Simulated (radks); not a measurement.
Results of a calculation; reference values are marked as such.
Neutral gallium inside a hard spherical wall (all orbitals vanish at R), configuration held at [Ar] 3d10 4s2 4p1 and not refilled when levels cross. Level of theory: non-relativistic Kohn-Sham, LDA (Slater exchange, Perdew-Wang correlation), spin-polarised, spherical densities, point nucleus; open shells are filled with parallel spins first (a radial shooting solver on a logarithmic mesh with Libxc functionals). Eigenvalues in eV for spin up, with the zero of energy where the potential of the charges vanishes at infinity; a dash marks a level that is unbound or too diffuse for the functional's potential to be trusted. A positive occupied level is held by the wall or, in an anion where self-interaction has pushed it up, behind a barrier. The pressure on the wall is -dE/dV.

| R (bohr) | E (hartree) | kinetic (hartree) | e(3p) | e(3d) | e(4s) | e(4p) | e(5s, empty) | e(5p, empty) | pressure (GPa) |
|---|---|---|---|---|---|---|---|---|---|
| free | -1921.83904 | 1919.899 | -97.485 | -19.996 | -9.147 | -2.993 | -0.387 | - | 0 |
| 20 | -1921.83904 | 1919.899 | -97.485 | -19.996 | -9.147 | -2.993 | -0.367 | 0.372 | < 0.0001 |
| 15 | -1921.83904 | 1919.899 | -97.483 | -19.994 | -9.146 | -2.992 | -0.266 | 0.758 | < 0.0001 |
| 12 | -1921.83894 | 1919.900 | -97.469 | -19.980 | -9.135 | -2.980 | 0.013 | 1.452 | 0.00156 |
| 10 | -1921.83839 | 1919.905 | -97.413 | -19.925 | -9.093 | -2.931 | 0.577 | 2.558 | 0.0143 |
| 8 | -1921.83475 | 1919.927 | -97.185 | -19.700 | -8.928 | -2.709 | 2.179 | 5.157 | 0.150 |
| 5 | -1921.74196 | 1920.357 | -94.892 | -17.457 | -7.048 | 0.092 | 14.946 | 21.456 | 10.5 |
| 3 | -1920.52408 | 1924.581 | -84.502 | -7.365 | 7.040 | 18.521 | 78.913 | 91.685 | 523 |
